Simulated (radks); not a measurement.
The nuclear charge of the krypton ion Kr2+ is varied continuously with 34 electrons held in [Ar] 3d10 4s2 4p4. All-electron calculation, scalar-relativistic Kohn-Sham, r2SCAN, spin-polarised, spherical densities, finite nucleus; open shells are filled with parallel spins first; meta-GGA in the generalised Kohn-Sham scheme; Fermi nuclear charge, rms radius 4.1884 fm. Program: a radial shooting solver on a logarithmic mesh with Libxc functionals. By the Hellmann-Feynman theorem dE/dZ = E(electron-nucleus)/Z, the electronic potential at the nucleus (averaged over a nucleus of fixed radius). The scalar-relativistic energy here is not variational (the density holds large components alone), so the two differ by a part that grows with Z.

Z     E (hartree)  E(electron-nucleus)/Z (hartree)  HOMO  e(HOMO) (eV)  <r> HOMO (bohr)
35    -2606.40456                         -179.179    4p       -16.440            1.970
35.2  -2642.43301                         -180.547    4p       -18.931            1.918
35.4  -2678.73628                         -181.916    4p       -21.519            1.869
35.6  -2715.31437                         -183.284    4p       -24.202            1.824
35.8  -2752.16728                         -184.652    4p       -26.978            1.782
36    -2789.29503                         -186.020    4p       -29.846            1.743
36.2  -2826.69768                         -187.388    4p       -32.804            1.706
36.4  -2864.37527                         -188.757    4p       -35.850            1.671
36.6  -2902.32788                         -190.126    4p       -38.983            1.637
36.8  -2940.55558                         -191.495    4p       -42.202            1.606
37    -2979.05847                         -192.865    4p       -45.506            1.576

The central difference of E at Z = 36 is -186.326 hartree, to compare with the third column; the second derivative is -6.87 hartree.
